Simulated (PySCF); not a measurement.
PySCF input for Al(H)(Me)(SMe) (C2H7AlS), SMILES [CH3][AlH][S]C, PBE0-D3(BJ)/def2-SVP. The structure is a stationary point at PBE0-D3(BJ)/def2-SVP. The structure was generated by enumeration; whether it is a known compound was not checked. The values are those of a single conformer.

```python
import numpy as np
from pyscf import gto, scf, dft, df
from pyscf.hessian import thermo

mol = gto.M(
    atom='''
    Al   -0.56941712    0.84613482   -0.00000000
    H    -2.13698204    0.57049224    0.00000000
    C     0.25535358    2.61186368    0.00000000
    H    -0.05788862    3.19194482    0.88453976
    H    -0.05788863    3.19194481   -0.88453976
    H     1.35517129    2.56291132   -0.00000000
    S     0.72348164   -0.91006746    0.00000000
    C    -0.45703622   -2.30472917   -0.00000000
    H    -1.50101005   -1.96133503    0.00000000
    H    -0.28229492   -2.91871924    0.89380289
    H    -0.28229492   -2.91871924   -0.89380288
    ''',
    basis='def2-SVP',
    charge=0,
    spin=0,
    max_memory=1600,
    verbose=3,
)
mf = dft.RKS(mol, xc='pbe0').density_fit(auxbasis='def2-universal-jkfit')
mf.disp = 'd3bj'
mf.grids.level = 3
mf.conv_tol = 1e-11
mf.max_cycle = 100
mf.kernel()

# [left out here: the lines that compute and print the analytic Hessian (its translational invariance restored by hand, since the grid's response is missing), thermochemistry and intensities]
```

Log of the run:

```
converged SCF energy = -720.475411877542

WARN: DFTD3 does not support analytical Hessian, using finite difference


WARN: Mole.unit (angstrom) is changed to Bohr

Mode                                 0                   1                   2
Irrep
Freq [cm^-1]                       63.1152             78.3079            105.3261
Reduced mass [au]                   1.1444              1.3528              1.6635
Force const [Dyne/A]                0.0027              0.0049              0.0109
Char temp [K]                      90.8087            112.6676            151.5409
Normal mode                   x     y     z       x     y     z       x     y     z
       0  Al                 0.00 -0.00  0.05   -0.00  0.00 -0.01    0.00 -0.00 -0.08
       1   H                 0.00 -0.00  0.12   -0.00  0.00 -0.05    0.00 -0.00 -0.16
       2   C                -0.00  0.00 -0.05    0.00 -0.00  0.07   -0.00  0.00  0.09
       3   H                -0.36  0.25 -0.34   -0.21  0.06 -0.05   -0.12 -0.06  0.10
       4   H                 0.36 -0.25 -0.34    0.21 -0.06 -0.05    0.12  0.06  0.10
       5   H                -0.00  0.00  0.39    0.00 -0.00  0.32   -0.00  0.00  0.24
       6   S                 0.00 -0.00  0.00   -0.00  0.00 -0.06    0.00 -0.00 -0.03
       7   C                -0.00  0.00 -0.04    0.00 -0.00  0.08   -0.00  0.00  0.10
       8   H                -0.00  0.00  0.12    0.00 -0.00 -0.29   -0.00  0.00  0.48
       9   H                 0.10 -0.11 -0.14   -0.23  0.27  0.31    0.29 -0.13 -0.05
      10   H                -0.10  0.11 -0.14    0.23 -0.27  0.31   -0.29  0.13 -0.05
Mode                                 3                   4                   5
Irrep
Freq [cm^-1]                      122.3308            215.1794            422.0855
Reduced mass [au]                   3.1113              3.7260              1.1066
Force const [Dyne/A]                0.0274              0.1016              0.1162
[...]
       6   S                 0.08 -0.08 -0.00   -0.04  0.01 -0.00   -0.00  0.00  0.01
       7   C                -0.02 -0.03  0.00    0.01 -0.00 -0.00   -0.00  0.00 -0.00
       8   H                 0.01  0.05 -0.00   -0.00 -0.02  0.00   -0.00  0.00  0.01
       9   H                -0.07 -0.04  0.00    0.04  0.01  0.00    0.01  0.02  0.01
      10   H                -0.07 -0.04 -0.00    0.04  0.01 -0.00   -0.01 -0.02  0.01
Mode                                 9                  10                  11
Irrep
Freq [cm^-1]                      670.6907            730.0113            753.5403
Reduced mass [au]                   3.7470              6.5445              1.3194
Force const [Dyne/A]                0.9931              2.0549              0.4414
Char temp [K]                     964.9746           1050.3237           1084.1767
Normal mode                   x     y     z       x     y     z       x     y     z
       0  Al                 0.04  0.11 -0.00    0.01 -0.01  0.00   -0.03  0.05  0.00
       1   H                 0.07 -0.08  0.00    0.01  0.02  0.00    0.08 -0.59 -0.00
       2   C                -0.11 -0.14  0.00   -0.01  0.01  0.00    0.09 -0.05 -0.00
       3   H                 0.01 -0.11  0.02    0.03  0.02  0.00   -0.24 -0.18 -0.03
       4   H                 0.01 -0.11 -0.02    0.03  0.02 -0.00   -0.24 -0.18  0.03
       5   H                -0.12 -0.41 -0.00   -0.01 -0.05 -0.00    0.10  0.44  0.00
       6   S                 0.01 -0.01  0.00    0.05  0.08 -0.00    0.01  0.00 -0.00
       7   C                -0.00 -0.01 -0.00   -0.14 -0.17 -0.00   -0.01 -0.02  0.00
       8   H                 0.00 -0.00  0.00   -0.13 -0.14 -0.00    0.00  0.02 -0.00
       9   H                -0.00 -0.01  0.00   -0.10 -0.13  0.01   -0.04 -0.03  0.00
      10   H                -0.00 -0.01 -0.00   -0.10 -0.13 -0.01   -0.04 -0.03 -0.00
Mode                                12                  13                  14
Irrep
Freq [cm^-1]                      964.9721            975.2360           1210.2209
Reduced mass [au]                   1.1841              1.2073              1.2444
Force const [Dyne/A]                0.6496              0.6765              1.0739
Char temp [K]                    1388.3800           1403.1475           1741.2384
Normal mode                   x     y     z       x     y     z       x     y     z
       0  Al                -0.00  0.00  0.00    0.01 -0.00  0.00   -0.00 -0.01 -0.00
       1   H                 0.00 -0.00 -0.01   -0.00  0.03 -0.00   -0.02  0.01  0.00
       2   C                 0.00 -0.00 -0.01   -0.00  0.00 -0.00    0.05  0.12  0.00
       3   H                -0.01 -0.02  0.01    0.01  0.00  0.00   -0.28 -0.39  0.19
       4   H                 0.01  0.02  0.01    0.01  0.00 -0.00   -0.28 -0.39 -0.19
       5   H                 0.00  0.00  0.01   -0.00 -0.02  0.00    0.01 -0.51 -0.00
       6   S                 0.00 -0.00  0.02   -0.02  0.02  0.00    0.00  0.00 -0.00
       7   C                -0.00  0.00 -0.11    0.09 -0.07 -0.00   -0.00  0.00 -0.00
       8   H                -0.00 -0.00  0.26    0.32  0.61  0.00   -0.00 -0.00 -0.00
       9   H                 0.31  0.50  0.17   -0.39 -0.13  0.06    0.01  0.00 -0.00
      10   H                -0.31 -0.50  0.17   -0.39 -0.13 -0.06    0.01  0.00  0.00
Mode                                15                  16                  17
Irrep
Freq [cm^-1]                     1334.9203           1418.6365           1420.9174
Reduced mass [au]                   1.1464              1.0505              1.0540
Force const [Dyne/A]                1.2036              1.2456              1.2538
Char temp [K]                    1920.6531           2041.1020           2044.3838
Normal mode                   x     y     z       x     y     z       x     y     z
       0  Al                 0.00 -0.00  0.00    0.00 -0.00 -0.00   -0.00  0.00 -0.00
       1   H                 0.02 -0.01  0.00   -0.00  0.01  0.00    0.00 -0.00  0.02
       2   C                -0.00  0.00  0.00    0.06 -0.02 -0.00   -0.00  0.00 -0.06
       3   H                 0.01 -0.01  0.01   -0.39  0.33 -0.38    0.45  0.09  0.05
       4   H                 0.01 -0.01 -0.01   -0.39  0.33  0.38   -0.45 -0.09  0.05
       5   H                -0.00 -0.00 -0.00    0.03 -0.36  0.00   -0.00  0.00  0.72
       6   S                 0.00  0.01  0.00   -0.00  0.00  0.00    0.00 -0.00  0.00
       7   C                 0.06  0.08 -0.00    0.00  0.00 -0.00   -0.00 -0.00 -0.00
       8   H                -0.15 -0.52 -0.00   -0.00 -0.02  0.00    0.00  0.00  0.01
       9   H                -0.38 -0.33 -0.17   -0.01 -0.00  0.00   -0.01  0.00  0.00
      10   H                -0.38 -0.33  0.17   -0.01 -0.00 -0.00    0.01 -0.00  0.00
Mode                                18                  19                  20
Irrep
Freq [cm^-1]                     1448.9690           1457.8137           1921.7632
Reduced mass [au]                   1.0508              1.0511              1.0432
Force const [Dyne/A]                1.2998              1.3161              2.2700
Char temp [K]                    2084.7438           2097.4693           2764.9893
Normal mode                   x     y     z       x     y     z       x     y     z
       0  Al                 0.00  0.00  0.00    0.00  0.00 -0.00    0.04  0.01  0.00
       1   H                 0.00 -0.00 -0.01    0.01 -0.01  0.00   -0.96 -0.17 -0.00
       2   C                -0.00  0.00  0.00   -0.00  0.00 -0.00   -0.00 -0.00 -0.00
       3   H                -0.01 -0.00 -0.00    0.00 -0.01  0.01    0.00  0.00 -0.00
       4   H                 0.01  0.00 -0.00    0.00 -0.01 -0.01    0.00  0.00  0.00
       5   H                -0.00  0.00 -0.01   -0.00  0.00  0.00    0.00  0.01 -0.00
       6   S                 0.00 -0.00 -0.00    0.00 -0.00  0.00    0.00  0.00 -0.00
       7   C                 0.00 -0.00 -0.06    0.05 -0.04  0.00    0.00  0.00 -0.00
       8   H                -0.00 -0.00  0.71   -0.08 -0.35 -0.00   -0.00 -0.01 -0.00
       9   H                -0.47  0.01  0.06   -0.29  0.43  0.37   -0.01 -0.00 -0.00
      10   H                 0.47 -0.01  0.06   -0.29  0.43 -0.37   -0.01 -0.00  0.00
Mode                                21                  22                  23
Irrep
Freq [cm^-1]                     3045.6236           3067.6759           3139.5311
Reduced mass [au]                   1.0367              1.0313              1.0994
Force const [Dyne/A]                5.6655              5.7180              6.3844
Char temp [K]                    4381.9742           4413.7026           4517.0863
Normal mode                   x     y     z       x     y     z       x     y     z
       0  Al                 0.00  0.00  0.00    0.00 -0.00  0.00    0.00 -0.00  0.00
       1   H                -0.00 -0.00  0.00   -0.00  0.00  0.00   -0.00 -0.00 -0.00
       2   C                -0.01 -0.05  0.00   -0.00  0.00 -0.00    0.00 -0.00  0.09
       3   H                -0.18  0.30  0.49    0.00  0.00 -0.00    0.19 -0.36 -0.53
       4   H                -0.18  0.30 -0.49    0.00  0.00  0.00   -0.19  0.36 -0.53
       5   H                 0.50 -0.04  0.00   -0.00 -0.00 -0.00   -0.00  0.00  0.02
       6   S                -0.00 -0.00 -0.00   -0.00 -0.00 -0.00    0.00 -0.00  0.00
       7   C                 0.00 -0.00  0.00    0.03  0.03  0.00    0.00  0.00  0.00
       8   H                -0.00  0.00  0.00   -0.56  0.20  0.00   -0.00  0.00  0.00
       9   H                -0.00 -0.00 -0.00    0.10 -0.30  0.45   -0.00  0.00 -0.00
      10   H                -0.00 -0.00  0.00    0.10 -0.30 -0.45    0.00 -0.00 -0.00
Mode                                24                  25                  26
Irrep
Freq [cm^-1]                     3161.9743           3182.0762           3186.0295
Reduced mass [au]                   1.1018              1.1079              1.1081
Force const [Dyne/A]                6.4903              6.6098              6.6274
Char temp [K]                    4549.3771           4578.2992           4583.9871
Normal mode                   x     y     z       x     y     z       x     y     z
       0  Al                -0.00  0.00  0.00   -0.00  0.00  0.00   -0.00  0.00 -0.00
       1   H                 0.00  0.00 -0.00    0.00  0.00 -0.00    0.00  0.00 -0.00
       2   C                -0.08  0.03  0.00   -0.00  0.00 -0.00    0.00  0.00  0.00
       3   H                 0.08 -0.17 -0.28    0.00 -0.00 -0.00   -0.00  0.00  0.00
       4   H                 0.08 -0.17  0.28    0.00 -0.00  0.00    0.00 -0.00  0.00
       5   H                 0.82 -0.03  0.00   -0.00 -0.00  0.00   -0.00  0.00 -0.00
       6   S                 0.00 -0.00  0.00   -0.00  0.00  0.00   -0.00  0.00 -0.00
       7   C                -0.00  0.00  0.00    0.07 -0.06 -0.00    0.00 -0.00  0.09
       8   H                 0.00  0.00  0.00   -0.71  0.24 -0.00   -0.00  0.00  0.01
       9   H                 0.00 -0.00  0.00   -0.06  0.22 -0.34   -0.12  0.37 -0.54
      10   H                 0.00 -0.00 -0.00   -0.06  0.22  0.34    0.12 -0.37 -0.54
temperature 298.1500 [K]
pressure 101325.00 [Pa]
Rotational constants [GHz] 12.44691 2.07496 1.81930
Symmetry number 1
Zero-point energy (ZPE) 0.08157 [Eh]   214169.311 [J/mol]
                           tot       elec      trans        rot        vib
Entropy [J/mol/K]       360.244      0.000    164.883    110.157     85.204
Cv [J/mol/K]            101.440      0.000     12.472     12.472     76.497
Cp [J/mol/K]            109.755      0.000     20.786     12.472     76.497
Internal energy [J/mol]                      3718.434   3718.434 226845.735
Internal energy [Eh]   -720.38618  -720.47541
Enthalpy [J/mol]                             6197.391   3718.434 226845.735
Enthalpy [Eh]          -720.38523
Gibbs free energy [J/mol]                  -42962.358 -29124.993 201442.177
Gibbs free energy [Eh] -720.42614
mode   freq/cm-1   IR/(km/mol)
   1       63.12         0.111
   2       78.31         1.274
   3      105.33         0.077
   4      122.33         1.632
   5      215.18         2.338
   6      422.09        54.807
   7      479.42        31.483
   8      573.02        35.299
   9      656.93        77.987
  10      670.69        80.892
  11      730.01        13.574
  12      753.54       236.362
  13      964.97         6.866
  14      975.24         4.407
  15     1210.22        27.474
  16     1334.92        10.764
  17     1418.64         2.544
  18     1420.92         3.481
  19     1448.97         5.840
  20     1457.81         8.098
  21     1921.76       180.378
  22     3045.62         1.565
  23     3067.68        22.752
  24     3139.53         2.612
  25     3161.97         1.878
  26     3182.08         1.538
  27     3186.03         2.058
max |gradient| / (hartree/bohr): 4.095716909173518e-05
APT charges: [ 1.1881 -0.3754 -0.4575  0.0225  0.0225  0.035  -0.5137  0.0665  0.0154
 -0.0017 -0.0017]
```

The calculation finished and met its thresholds.

Cost: roughly 90 core-seconds.
